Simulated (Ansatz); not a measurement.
**Question.** Predict a relaxed structure of the cluster Ta₄⁺, charge 1, doublet, at r2SCAN-D4/def2-SVP (Ansatz).

**Answer.** 
```xyz
4

Ta   -0.4231   -1.4302   -0.4299
Ta    0.3092    0.8335   -1.3166
Ta   -1.1732    0.6120    0.8791
Ta    1.2871   -0.0153    0.8674
```
 This is one stationary point.

In the def2 sets Ta takes a core potential; there is no spin–orbit coupling. The structure comes from a short search, and lower isomers may exist.
